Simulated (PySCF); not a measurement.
## Electronic structure of Cl⁺ (chlorine, charge +1) at the B3LYP level

Configuration: [Ne] 3s2 3p4, high-spin 3P determinant. All numbers are calculated (PySCF 2.14, scalar relativity by spin-free X2C-1e, in x2c-SVPall (4s3p1d, 18 functions)).

```json
{
 "Total energy": "-460.9342 hartree",
 "One-electron energy": "-628.9216 hartree",
 "Hartree (Coulomb) energy": "195.9987 hartree",
 "Exchange-correlation energy": "-28.0113 hartree",
 "⟨S²⟩": "2.0021",
 "⟨L²⟩": "2.007",
 "Sum of ⟨r⟩": "13.36 bohr",
 "Sum of ⟨r²⟩": "20.85 bohr²",
 "Traceless quadrupole moment −½Σ⟨3z² − r²⟩ along its main axis": "-1.42 e·bohr²",
 "Langevin diamagnetic susceptibility": "-16.5 ×10⁻⁶ cm³/mol",
 "Time after the integrals": "0.11 s of wall time on 1 thread of Neoverse-V2 (shared host)"
}
```

```
shell  electrons  mean orbital energy (eV)  spread (eV)  rms radius, mean of both spins (bohr)
 1s α          1                   -2786.2            0                                  0.105
 1s β          1                   -2785.8            0                                  0.105
 2s α          1                   -273.48            0                                  0.482
 2s β          1                   -273.10            0                                  0.482
 2p α          3                   -211.04        0.711                                  0.453
 2p β          3                   -210.45        0.173                                  0.453
 3s α          1                   -35.378            0                                   1.61
 3s β          1                   -32.338            0                                   1.61
 3p α          3                   -21.684        1.598                                   1.87
 3p β          1                   -19.696            0                                   1.87
```

Densities and radii are taken from the X2C orbitals without a picture-change correction, which distorts them close to the nucleus.
